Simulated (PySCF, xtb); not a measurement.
CH₄Cl₂NTa, SMILES [CH3][Ta](=[NH])([Cl])[Cl], multiplicity 1.

Harmonic wavenumbers (cm⁻¹) from GFN2-xTB run with xtb 6.7.1 at its own minimum, in rising order: 65, 77, 84, 94, 98, 148, 312, 328, 365, 601, 646, 662, 695, 924, 1266, 1459, 1473, 2978, 3013, 3018, 3446.

Task: What does PBE-D3(BJ)/def2-SVP in PySCF give at its own minimum? (The exact figures need the calculation; the answer reports its results.)

Result: 91, 118, 132, 160, 193, 215, 372, 386, 523, 528, 531, 561, 645, 975, 1138, 1341, 1348, 2946, 3052, 3061, 3573. Paired by order, the mean absolute difference is 77 cm⁻¹ and the zero-point energies are 31.1 and 31.3 kcal/mol.
